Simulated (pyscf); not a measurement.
Single points on ωB97X-D3(BJ)/def2-SVP structures (PySCF, gas phase).

### Question
What is the homolytic dissociation enthalpy (298 K, ωB97M-D3(BJ)/def2-TZVP) of the P–Si bond of H₃Si–SiH₂–PH–SiH₃, to •H₂Si–SiH₃ + H₃Si–PH•?

### Answer
P–Si to •H₂Si–SiH₃ + H₃Si–PH•: 70.9 kcal/mol. The 7 functionals that were run give +64.8 (r²SCAN) to +75.5 kcal/mol (ωB97X-D3(BJ)). H₃Si–SiH₂–PH–SiH₃ lies 8.0 kcal/mol over its isomer H₃Si–P(SiH₃)–SiH₃ (electronic energy, ωB97M-D3(BJ)). Other isomers of •H₂Si–SiH₃, H₃Si–PH• were not searched in full and may lie lower.
